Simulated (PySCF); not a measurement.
In(Cl)(Me)(OH) (CH₄ClInO), SMILES [Cl][In]([CH3])[OH]. Geometry: B3LYP-D3(BJ)/def2-SVP. The structure was generated by enumeration; whether it is a known compound was not checked. The def2 effective core potentials stand for the cores of In; spin–orbit coupling is left out. One conformer was computed; it need not be the lowest.

Q: Give the equilibrium geometry at B3LYP-D3(BJ)/def2-SVP (PySCF confirms it by a frequency run) as bond lengths and angles, and its point group. (The exact figures need the calculation; the answer reports its results.)

A: This is not unique; one that fits is point group Cs.
Atoms: In1 Cl2 C3 H4 H5 H6 O7 H8. Bonded distances (Å): In1–Cl2 2.382, In1–C3 2.153, In1–O7 2.003, C3–H4 1.099, C3–H5 1.098, C3–H6 1.099, O7–H8 0.968. Bond angles (°): Cl2–In1–C3 123.4, Cl2–In1–O7 111.1, C3–In1–O7 125.5, In1–C3–H4 108.7, In1–C3–H5 109.2, In1–C3–H6 108.7, H4–C3–H5 110.3, H4–C3–H6 109.5, H5–C3–H6 110.3, In1–O7–H8 111.8.
Charge 0, spin multiplicity 1.
